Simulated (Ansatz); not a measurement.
Stepwise reaction of `C[O][W]([OH])([OH])([OH])([F])[O]C` with hydrogen chloride, as a gas-phase model of exchange steps in deposition or etching. ΔE in kJ/mol.

Program: Ansatz. Geometries: PBE0-D4/def2-TZVP. ΔE: electronic, gas phase. CCSD(T)/CBS is the MP2 limit (def2-TZVPP, def2-QZVPP) plus CCSD(T) − MP2 in def2-TZVPP, frozen cores. This one scheme is used for every species. Functionals use def2-TZVPP. B3LYP here is the variant with VWN-RPA as its local correlation; programs differ in this. def2 core potentials past Kr. For W outer-core shells are correlated without core-valence functions, which leaves a few kJ/mol of doubt a bond. Each species was taken in one conformer, which may not be the lowest.

```
step                                                                                 reaction  PBE-D4  B3LYP-D4  ωB97M-V  CCSD(T)/CBS
   1  `C[O][W]([OH])([OH])([OH])([F])[O]C` + HCl → `C[O][W]([OH])([OH])([F])([Cl])[O]C` + H₂O   -24.1     -21.1    -19.7        -25.6
   2  `C[O][W]([OH])([OH])([F])([Cl])[O]C` + HCl → `C[O][W]([OH])([F])([Cl])([Cl])[O]C` + H₂O   -13.7      -9.7     -6.3        -13.8
```

(1) By hand: ΔE of the 2 steps together at CCSD(T)/CBS.

Answers

(1) (-25.6) + (-13.8) = -39.4 kJ/mol, or -19.7 kJ/mol a step.

In ΔE each step is higher than the one before. All are downhill at CCSD(T)/CBS. PBE-D4 differs from CCSD(T)/CBS by 0.1 to 1.5 kJ/mol a step. Only this route is followed, and other bonds may react first. Isolated molecules leave out the surface, adducts and barriers. Largest T1 diagnostic: 0.021.
